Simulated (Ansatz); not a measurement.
One change: `Cl[SiH2][NH][GeH2][Cl]` becomes `[CH3][AlH][NH][SiH2]Cl`.

Ansatz, PBE0-D4/def2-TZVP geometries, multiplicity 1. Each molecule was computed in one conformer, which needn't be the lowest.

Scalar relativity is left out up to krypton.

```
                                        property  `Cl[SiH2][NH][GeH2][Cl]`
           LUMO energy (ωB97M-V/def2-TZVPP) / eV                      1.56
              HOMO energy (PBE0/def2-TZVPP) / eV                     -8.27
             HOMO–LUMO gap (PBE/def2-TZVPP) / eV                      5.80
         HOMO–LUMO gap (ωB97M-V/def2-TZVPP) / eV                     12.10
             LUMO energy (B3LYP/def2-TZVPP) / eV                     -0.42
size of the dipole moment (B3LYP/def2-TZVPP) / D                      1.13
```

What does the change do to each property? (Estimate.)

Computed: 
```
                                        property  `[CH3][AlH][NH][SiH2]Cl`  shift
           LUMO energy (ωB97M-V/def2-TZVPP) / eV                      0.89  -0.67
              HOMO energy (PBE0/def2-TZVPP) / eV                     -8.13   0.14
             HOMO–LUMO gap (PBE/def2-TZVPP) / eV                      5.36  -0.44
         HOMO–LUMO gap (ωB97M-V/def2-TZVPP) / eV                     11.33  -0.77
             LUMO energy (B3LYP/def2-TZVPP) / eV                     -0.88  -0.46
size of the dipole moment (B3LYP/def2-TZVPP) / D                      2.57   1.44
```

With PBE0 the HOMO rises by 0.14 eV and the LUMO falls by 0.51 eV, so the gap narrows by about 0.65 eV. PBE moves the HOMO by 0.09 eV and ωB97M-V by 0.10 eV. Dipoles are sizes alone; their direction can turn.

B3LYP here is the variant with VWN-RPA as its local correlation; programs differ in this.
